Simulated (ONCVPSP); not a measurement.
## What one change does to a pseudopotential (tellurium (Te), ONCV)

- Element: Te
- Generator: ONCVPSP 4.0.1
- Type: optimised norm-conserving Vanderbilt (ONCV)
- Functional: PBE
- Relativity: scalar-relativistic
- Frozen core: [Ar] 3d10 4s2
- Valence charge: 22
- Reference configuration: 4p6 4d10 5s1 5p5
- Partial waves: 5s: rc 1.60 bohr, ncon 4, nbas 7, qcut 3.5 1/bohr, 2 projectors, debl 2.6 Ha; 4p+5p: rc 1.45 bohr, ncon 4, nbas 7, qcut 8.8 1/bohr, 2 projectors; 4d: rc 1.15 bohr, ncon 4, nbas 9, qcut 10.7 1/bohr, 3 projectors, debl 2.8 Ha
- Local potential: polynomial inside 0.95 bohr (lpopt 5, dvloc0 2 Ha)
- Core correction: Teter function, fcfact 3.5, rcfact 1.6

Change: d: rc 1.42.

Cutoffs: the cutoffs (Ha) at which the residual kinetic energy of the hardest occupied pseudo-wave falls to 1 and 0.1 mHa per electron; they do not see the model core or the augmentation charge, which bear on the density cutoff. Errors are all-electron minus pseudo energies relative to the spin-unpolarised reference configuration.

Q: What does the change do?

A: The potential gets softer (48 Ha and 56 Ha → 43 Ha and 49 Ha); both files keep a bound ghost (s); the errors of the 4 common tests hardly move. A larger radius leaves more room for a smooth pseudo-wave, so fewer plane waves are needed.

```tsv
quantity	base	changed
cutoff, loose	48 Ha	43 Ha
cutoff, tight	56 Ha	49 Ha
loose cutoff by channel	s 15 Ha, p 28 Ha, d 48 Ha	s 15 Ha, p 28 Ha, d 43 Ha
bound ghosts	s	s
GHOST(+) flags under 300 eV	s at 152.3 eV	s at 152.3 eV
error for 4p6 4d10 5s2 5p4, meV [ΔE -9.26 eV]	-8.4	-8.4
error for 4p6 4d10 5s2 5p3, meV [ΔE 0.47 eV]	-15	-15
error for 4p6 4d10 5s2 5p2, meV [ΔE 18.40 eV]	-28	-28
error for 4p6 4d10 5s2 5p3.5, meV [ΔE -5.36 eV]	-11	-11
s: phases at 1.62 bohr within 0.05 rad from the reference energy up to (Ha; the scan ends near 5)	4.8	4.8
p: phases at 1.47 bohr within 0.05 rad from the reference energy up to (Ha; the scan ends near 5)	to the end of the scan	to the end of the scan
rms error of d²Exc/dni dnj with the model core, mHa	0.58	0.61
```

 A true bound ghost makes a file unfit for plane-wave use even where its test errors are small: the radial tests pick states by their node count and pass the ghost by.
